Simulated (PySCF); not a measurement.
A calculated (LDA, PySCF 2.14, aug-cc-pVTZ with one added diffuse shell each of s, p, d, f, g type, no relativity, point nucleus) atom or ion has these occupied shells.

```
shell  electrons  orbital energy (eV)  rms radius, mean of both spins (bohr)
 1s α          1              -5848.7                                 0.0744
 1s β          1              -5848.6                                 0.0744
 2s α          1              -686.73                                  0.322
 2s β          1              -685.24                                  0.322
 2p α          3              -588.90                                  0.290
 2p β          3              -587.74                                  0.290
 3s α          1              -101.51                                  0.965
 3s β          1              -98.176                                  0.965
 3p α          3              -74.048                                   1.02
 3p β          3              -70.766                                   1.02
 3d α          3              -30.576                                   1.26
 4s α          1              -21.551                                   2.84
```

(1) Name the element and its charge.

Results:

(1) Cr(2+) (chromium, charge +2), in [Ar] 3d3 4s1, high-spin 5F determinant (an excited configuration).
